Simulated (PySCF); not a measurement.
Compound: C₃H₇Si₂ (doublet state).
Z-matrix (Å and degrees, GFN2-xTB geometry), rows numbered from 1:
```
Si
C   1  1.8932
C   2  1.4914  1  114.04
C   3  1.3272  2  111.20  1   117.12
Si  4  1.8899  3   90.39  2     3.15
H   1  1.4648  2  109.75  3   -56.13
H   1  1.4667  2  108.06  3  -175.66
H   1  1.4650  2  110.27  3    64.42
H   2  1.0911  1  109.76  3  -126.51
H   4  1.0734  3  130.24  2  -178.08
H   5  1.4592  2  114.70  1     2.61
H   5  1.4603  2  112.74  1   135.65
```

The species is `[SiH3][C@H]1[C]=C[SiH2]1` [radical].

The calculation used UKS B3LYP, pcH-1 on C H Si, non-relativistic, mean-field spin-orbit, GIAO in PySCF 2.14.0. Isolated species at its GFN2-xTB geometry, gas phase. The geometry wasn't refined by DFT: couplings that depend on bond lengths, twists or pyramidal angles can differ widely from those at the functional's own minimum. The SCF solution wasn't tested for stability.

Problem. The isotropic 29Si couplings are -197.9, -8.0 MHz. Assign them to Si1; Si5.

Solution. 
| site | a_iso (MHz) | ρ(0) (bohr⁻³) | position | distance from C3 (Å) | spin population | largest \|T\| (MHz) |
| --- | --- | --- | --- | --- | --- | --- |
| Si1 | -8.0 | +0.0090 | 2 bonds from C3 | 2.85 | 0.00 | 1.5 |
| Si5 | -197.9 | +0.2228 | 2 bonds from C3 | 2.32 | +0.11 | 15.9 |

Problem. The isotropic 13C couplings are +321.9, +34.9, +6.7 MHz. Assign them to C2; C3; C4.

Solution. 
```json
{"site": "C2", "a_iso (MHz)": "+34.9", "ρ(0) (bohr⁻³)": "+0.0311", "position": "1 bond from C3", "distance from C3 (Å)": "1.49", "spin population": "+0.05", "largest |T| (MHz)": "21.6"}
{"site": "C3", "a_iso (MHz)": "+321.9", "ρ(0) (bohr⁻³)": "+0.2864", "position": "largest spin population", "distance from C3 (Å)": "0.00", "spin population": "+0.83", "largest |T| (MHz)": "124.3"}
{"site": "C4", "a_iso (MHz)": "+6.7", "ρ(0) (bohr⁻³)": "+0.0060", "position": "1 bond from C3", "distance from C3 (Å)": "1.33", "spin population": "-0.06", "largest |T| (MHz)": "24.3"}
```

ρ(0) is the spin density at the nucleus and T the dipolar tensor; a_iso includes a spin–orbit part; entries for several nuclei are means. The Mulliken spin populations are largest on C3 (+0.83) and Si5 (+0.11). No atom but C3 exceeds +0.15.

Nuclei that the bonding pattern makes equivalent are averaged, as if the motion that swaps them (rotation, inversion, ring flip) were fast.
